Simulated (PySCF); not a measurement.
Ions at one geometry of YOCl

PySCF 2.14.0, RKS PBE0, Y def2-SVP with ECP28, O def2-SVP, Cl def2-SVP; non-relativistic Hamiltonian with scalar-relativistic core potentials where named; density fitting; no spin-orbit coupling; singlets restricted, open shells unrestricted. The geometry is relaxed for charge 0, singlet, vacuum:

```xyz
3

Y     0.3750    0.0000   -0.4748
O     1.9105    0.0000    0.4714
Cl   -1.8062    0.0000    0.7421
```

Energies count from the relaxed state; an electron taken off or put on is at rest in vacuum. Charges and spins are Mulliken's.

```json
{"state": "charge 0, singlet, vacuum", "energy (eV)": "0.00", "spin squared": "0.00", "charge on Y1 (e)": "0.76", "spin on Y1 (e)": "0.00", "dipole about the centre of mass (D)": "7.25"}
{"state": "charge +1, doublet, vacuum", "energy (eV)": "9.15", "spin squared": "0.76", "charge on Y1 (e)": "1.24", "spin on Y1 (e)": "-0.01", "dipole about the centre of mass (D)": "6.01"}
```

Q: What does the state charge -1, doublet, vacuum give?

A: energy (eV) -1.23, spin squared 0.75, charge on Y1 (e) -0.12, spin on Y1 (e) 1.03, dipole about the centre of mass (D) 2.11.

With an electron taken off (doublet) the charges change, summed by element, by Y +0.49 e, O +0.27 e, Cl +0.25 e. The vertical ionisation energy is 9.15 eV, against −ε(HOMO) = 7.02 eV of the relaxed state. The level lies 2.1 eV too high, as is usual for semilocal functionals and global hybrids, which keep a self-interaction error.

With an electron put on (doublet) the charges change, summed by element, by Y -0.88 e, O -0.05 e, Cl -0.07 e. The vertical electron affinity is 1.23 eV, against −ε(LUMO) = 2.49 eV of the relaxed state. The basis has no diffuse functions, which an added electron needs. The added electron's level lies above zero.

Open shells may have lower solutions than those found.
